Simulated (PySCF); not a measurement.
Electronic structure of Xe³⁺ (xenon, charge +3) at the UHF level

Configuration: [Kr] 4d10 5s2 5p3, high-spin 4S determinant. Computed with PySCF 2.14 in aug-cc-pwCVDZ-PP with ECP28MDF, with a scalar-relativistic core potential.

| Item | Value |
| --- | --- |
| Total energy | -326.051754 hartree |
| One-electron energy | -540.9701 hartree |
| Hartree (Coulomb) energy | 236.7033 hartree |
| Exchange energy | -21.7850 hartree |
| ⟨S²⟩ | 3.7510 |
| ⟨L²⟩ | 0.000 |
| Sum of ⟨r⟩ | 24.46 bohr |
| Sum of ⟨r²⟩ | 34.62 bohr² |

```csv
shell,electrons,mean orbital energy (hartree),"rms radius, mean of both spins (bohr)"
4s α,1,-9.64398,0.767
4s β,1,-9.60729,0.767
4p α,3,-7.37444,0.820
4p β,3,-7.33770,0.820
4d α,5,-3.89881,0.930
4d β,5,-3.87163,0.930
5s α,1,-2.21996,1.88
5s β,1,-1.89484,1.88
5p α,3,-1.59293,2.14
```

Energies and moments cover only the electrons outside the core potential.
